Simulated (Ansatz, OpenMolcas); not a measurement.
# B3H3O3 (SMILES B1OBOBO1): the vertical ionisation energy, rung by rung

B3H3O3: 9 atoms, total charge 0, spin state singlet. SMILES: `B1OBOBO1`. Geometry: relaxed at PBE0-D4/def2-TZVP. This is one conformer, not always the lowest.

```jsonl
{"atom": "B", "x (Å)": "1.3016", "y (Å)": "0.1158", "z (Å)": "-0.4247"}
{"atom": "O", "x (Å)": "0.6128", "y (Å)": "-1.0535", "z (Å)": "-0.6248"}
{"atom": "B", "x (Å)": "-0.6869", "y (Å)": "-1.1727", "z (Å)": "-0.2023"}
{"atom": "O", "x (Å)": "-1.2974", "y (Å)": "-0.1154", "z (Å)": "0.4232"}
{"atom": "B", "x (Å)": "-0.6148", "y (Å)": "1.0569", "z (Å)": "0.6269"}
{"atom": "O", "x (Å)": "0.6846", "y (Å)": "1.1689", "z (Å)": "0.2016"}
{"atom": "H", "x (Å)": "2.4293", "y (Å)": "0.2162", "z (Å)": "-0.7926"}
{"atom": "H", "x (Å)": "-1.2819", "y (Å)": "-2.1887", "z (Å)": "-0.3775"}
{"atom": "H", "x (Å)": "-1.1473", "y (Å)": "1.9725", "z (Å)": "1.1701"}
```

Each level gives the vertical ionisation energy (to the doublet cation) (eV). The values are calculated.

```csv
level,kind,program,value (eV),CPU time (all runs)
SVWN5/6-31G* (spherical functions),LDA,OpenMolcas,11.25,1.8 min
revPBE/6-31G* (spherical functions),GGA,OpenMolcas,11.08,3.5 min
M06-L/6-31G* (spherical functions),meta-GGA,OpenMolcas,11.46,3.5 min
B3LYP/6-31G* (spherical functions),global hybrid,OpenMolcas,11.70,2.1 min
BHLYP/6-31G* (spherical functions),global hybrid,OpenMolcas,12.28,3 min
r2SCAN0/6-31G* (spherical functions),hybrid meta-GGA,Ansatz,11.97,2.9 min
CAM-B3LYP/6-31G* (spherical functions),range-separated hybrid,Ansatz,12.08,93 s
B2PLYP/6-31G* (spherical functions),double hybrid,Ansatz,11.89,1.7 min
MP2/6-31G* (spherical functions),perturbation theory,Ansatz,12.91,46 s
CCSD/6-31G* (spherical functions),coupled cluster or CI,Ansatz,12.26,3.5 min
```

The values span 11.08 to 12.91 eV. Times are those of the runs behind each value, whatever else they computed, on shared processors of several kinds: orders of magnitude only.
